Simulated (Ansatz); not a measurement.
The same path of ClH + FGeH3O3 (10 atoms, charge 0, multiplicity 1) was run twice with different band settings. Lost on the way: Ge1–F2, Cl9–H10. Made: Ge1–Cl9, F2–H10.

The calculation used RKS B3LYP/def2-SVP in Ansatz.

Relaxed end points:

```xyz
10
Properties=species:S:1:pos:R:3
Ge -0.113 -0.226 -0.354
F 0.040 0.164 1.357
O 1.463 -0.354 -1.090
H 1.822 -1.251 -1.043
O -0.916 1.097 -1.160
H -1.785 1.306 -0.790
O -0.989 -1.755 -0.352
H -1.219 -2.046 0.543
Cl 1.611 2.748 2.423
H 0.977 1.662 2.103
```

```xyz
10
Properties=species:S:1:pos:R:3
Ge 0.283 0.247 -0.392
F -0.710 0.059 2.807
O 1.276 -0.219 -1.766
H 1.740 -1.055 -1.616
O -0.962 1.352 -0.953
H -1.293 1.106 -1.829
O -0.260 -1.215 0.407
H -0.577 -1.024 1.312
Cl 1.404 1.441 1.071
H -0.010 0.650 2.596
```

Common settings: movable images 7; climbing image yes; optimiser quadratic models (default); start path through a guess of the saddle point; force threshold 0.05 eV/Å; iteration limit 60; end points relaxed.

| run | spring |
| --- | --- |
| 1 | 5.0 eV/Å² |
| 2 | 0.5 eV/Å² |

What does each run give, and how far can it be trusted?

Run 1: converged after 9 iterations, highest image 0.947 eV above the first end. A vibrational analysis at the climbing image gives one clearly imaginary mode, 460i cm⁻¹: a first-order saddle point.
Run 2: converged after 11 iterations, highest image 0.945 eV above the first end. Another band between the same ends (7 images) ends at a top of the same energy, where a vibrational analysis finds 1 clearly imaginary mode.
The orbitals stay closed-shell, which can raise the energy where a bond breaks towards radicals; this wasn't checked here.
